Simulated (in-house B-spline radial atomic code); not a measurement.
## PBE hybrid excitations of the silver ion Ag⁺

Method: PBE hybrid with 0.9 exact exchange. Computed with a B-spline radial code for spherical atoms: linear response of the closed shell [Kr] 4d10 with the functional's adiabatic kernel; scalar-relativistic (spin-free one-electron X2C), finite nucleus, no spin-orbit coupling, no double excitations, S, P, D and F terms only; shells from n = 2 respond. Only terms of natural parity with L up to 3 were computed.

Command:
```bash
python run_td.py task.json out
```
Settings (radii: box in bohr, nucleus in fm):
```
Z                        47
electrons                46
configuration            [Kr] 4d10
hamiltonian              x2c
method                   pbeh
box_radius               41.61
exact_exchange_fraction  0.9
rms_radius               4.5454
intervals                74
```

Time taken, with all properties: 2.2 s on 1 thread of AMD EPYC 9R45 96-Core Processor (Zen 5), with other jobs on the host.

The lowest states, in the order of their Tamm-Dancoff energies; the method's threshold (minus the highest occupied level) is 22.389 eV. Labels give the largest channel, * marks a mixed state, and oscillator strengths are full-response dipole values. Semilocal kernels can invert the small singlet-triplet splittings of Rydberg terms. Energies in eV:

```
     state  full response  Tamm-Dancoff  oscillator strength
4d → 5s 3D              ?             ?                    -
4d → 5s 1D          6.704         6.724                    -
4d → 5p 3P         11.174        11.218                    -
4d → 5p 3F         11.537        11.572                    -
4d → 5p 1F              ?             ?                    -
4d → 5p 1P         12.267        12.343                0.636
4d → 6s 3D         16.242        16.247                    -
4d → 6s 1D         16.337        16.340                    -
4d → 5d 3S         16.667        16.695                    -
4d → 5d 3D         17.051        17.061                    -
```

**Question.** Where does 4d → 5p 1F lie?

**Answer.** At 11.812 eV in full response, 11.820 eV in Tamm-Dancoff.

**Question.** Where does 4d → 5s 3D lie?

**Answer.** At 6.005 eV in full response, 6.049 eV in Tamm-Dancoff.

**Question.** How large is the singlet-triplet splitting of 4d → 5s (D terms) in Tamm-Dancoff?

**Answer.** 0.675 eV, from the unrounded values.

**Question.** What polarisabilities and dispersion coefficient does the method give?

**Answer.** Dipole 8.571 bohr³, quadrupole 46.4 bohr⁵, C6 50.31 hartree·bohr⁶ for two such species.
